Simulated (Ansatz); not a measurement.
Ansatz (a first-principles code) input (CCSD(T)/aug-cc-pV(D+d)Z):
A basis named .json is the Basis Set Exchange file of that set.

Ansatz 0.2 input:
```yaml
crystal:
  periodic: [false, false, false]
  atoms:
    - {symbol: Si, position_ang: [2.37624619, -0.55272647, -0.30569849]}
    - {symbol: O, position_ang: [0.76088431, -0.86803171, -0.45494135]}
    - {symbol: Si, position_ang: [-0.74365006, -0.36431241, -0.18296077]}
    - {symbol: Cl, position_ang: [-1.04151230, -0.10300297, 1.82907023]}
    - {symbol: Cl, position_ang: [-1.06248852, 1.42912181, -1.12498952]}
    - {symbol: H, position_ang: [3.10100932, -1.70034620, -0.88557184]}
    - {symbol: H, position_ang: [2.71757833, -0.39825826, 1.12399733]}
    - {symbol: H, position_ang: [2.70520806, 0.68705453, -1.03987667]}
    - {symbol: H, position_ang: [-1.69920194, -1.34967251, -0.68716065]}
basis:
  gaussian:
    orbitals: aug-cc-pV_D+d_Z.json
magnetization: {spin_polarized: false}
correlation: {method: ccsd_t, electrons: outside_noble_gas}
output: {forces: true}
```

End of the output:

```
mean field evaluation 16: about -42835.2907 eV, gradient 3.8e1 eV
mean field -42838.74320601 eV, -1574.2947756779 hartree, gradient 3.5e-6 eV, S^2 0.000000; 0 other end points of the search recorded, 0 dependent functions left out
21 core orbitals not correlated
reference -42838.74320601 eV, -1574.2947756779 hartree; 16, 16 occupied and 150, 150 virtual orbitals, 1847 factors
densities: 9.97 GiB planned
second order -18.98978763 eV of doubles, -0.00000000 eV of singles
coupled cluster: 3.69 GiB planned
cycle   1  -19.94872371 eV  change   -9.6e-1 eV  update   1.0e-1
cycle   2  -20.44229275 eV  change   -4.9e-1 eV  update   3.0e-2
cycle   3  -20.55405974 eV  change   -1.1e-1 eV  update   1.5e-2
cycle   4  -20.54877249 eV  change    5.3e-3 eV  update   3.0e-3
cycle   5  -20.54682306 eV  change    1.9e-3 eV  update   1.1e-3
cycle   6  -20.54689139 eV  change   -6.8e-5 eV  update   3.2e-4
cycle   7  -20.54679920 eV  change    9.2e-5 eV  update   1.1e-4
cycle   8  -20.54678779 eV  change    1.1e-5 eV  update   3.1e-5
cycle   9  -20.54679712 eV  change   -9.3e-6 eV  update   1.1e-5
perturbative correction -0.61535141 eV, -0.0226137471 hartree
the calculation of the forces begins
1.11 GiB of device memory are held for the factors and their scratch space
Total energy: -42859.90535454 eV, -1575.0724702920 hartree
Atom 0 at     2.376246    -0.552726    -0.305698 Å, force     0.852490     0.232181     0.112322 eV/Å
Atom 1 at     0.760884    -0.868032    -0.454941 Å, force    -0.103806    -0.641946    -0.329730 eV/Å
Atom 2 at    -0.743650    -0.364312    -0.182961 Å, force    -0.618971     0.150410     0.082016 eV/Å
Atom 3 at    -1.041512    -0.103003     1.829070 Å, force    -0.077792     0.032696     0.319593 eV/Å
Atom 4 at    -1.062489     1.429122    -1.124990 Å, force    -0.081412     0.279488    -0.156633 eV/Å
Atom 5 at     3.101009    -1.700346    -0.885572 Å, force     0.045290    -0.088295    -0.044454 eV/Å
Atom 6 at     2.717578    -0.398258     1.123997 Å, force     0.031586     0.009156     0.118810 eV/Å
Atom 7 at     2.705208     0.687055    -1.039877 Å, force     0.030195     0.101070    -0.063647 eV/Å
Atom 8 at    -1.699202    -1.349673    -0.687161 Å, force    -0.077578    -0.074761    -0.038277 eV/Å
Dipole moment:     0.190667    -0.160660    -0.084926 e Å
```
